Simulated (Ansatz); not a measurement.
Computed with Ansatz on PBE0-D4/def2-TZVP structures; ΔE is electronic, products minus reactants. CCSD(T)/CBS is the MP2 limit (def2-TZVPP, def2-QZVPP) plus CCSD(T) − MP2 in def2-TZVPP, frozen cores. Double bonds are as drawn, so ΔE can hold a change between cis and trans. DFT in def2-TZVPP. B3LYP here is the variant with VWN-RPA as its local correlation; programs differ in this. Each species was taken in one conformer, which may not be the lowest.

`C/C=C(\F)[SiH3]` + `COC(N)O` → `NC(O)O[SiH3]` + `C/C=C(/C)F`  (formal exchange of groups at the Si–C bond)

```tsv
level	ΔE (kJ/mol)
B3LYP-D4	-151.8
ωB97M-V	-154.7
r2SCAN	-153.9
HF/def2-TZVPP	-163.7
```

**Question.** What does CCSD(T)/CBS give? (Best estimate.)

**Answer.** Ansatz gave: -155.6 kJ/mol. The listed levels differ from it by 3.8, 0.9, 1.7, -8.1 kJ/mol.

Largest T1 diagnostic among the species: 0.012.

From PBE to PBE0 (25 % exact exchange), in def2-TZVPP and without D4, ΔE moves by −7.7 kJ/mol.
